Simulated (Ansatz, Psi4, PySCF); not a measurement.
dimethyl selenide (C2H6Se), singlet, geometry from GFN2-xTB. Base run: BHANDHLYP/def2-TZVP (PySCF).

Geometry (Å):
```xyz
9

C      1.4275    -0.3525     0.8041
Se     0.0186     0.1777    -0.4395
C     -1.4917    -0.2625     0.7171
H      1.3205    -1.4094     1.0367
H      2.3815    -0.1731     0.3170
H      1.3516     0.2475     1.7079
H     -1.4641    -1.3235     0.9537
H     -2.4023    -0.0256     0.1745
H     -1.4330     0.3334     1.6249
```
All else is at PySCF's defaults.

The same geometry, method and basis name were run in Ansatz (a program for electronic structure) and Psi4 and PySCF, at each program's defaults and at the settings that a row names. The base is PySCF at its defaults. Differences at the defaults can come from grids, fitting, cores and function types together.

```tsv
code and settings	ΔE vs base (mEh)	basis functions	E (Eh)	SCF cycles	dipole (D)
PySCF, defaults (exact integrals, its default grid, spherical functions)	0.000	146	-2481.33414	8	1.59
Psi4, defaults (density fitting with its default set, its default grid, spherical functions)	-0.035	146	-2481.33418	8	1.59
Ansatz, defaults (factorised integrals, its default grid, spherical functions)	0.030	146	-2481.33411	-	-
PySCF, density fitting with def2-universal-jkfit	-0.030	146	-2481.33417	8	1.59
PySCF, fine grid	-0.002	146	-2481.33414	8	1.59
Psi4, exact integrals, spherical functions, fine grid	-0.002	146	-2481.33414	10	1.59
Ansatz, high accuracy	-0.001	146	-2481.33414	-	-
```
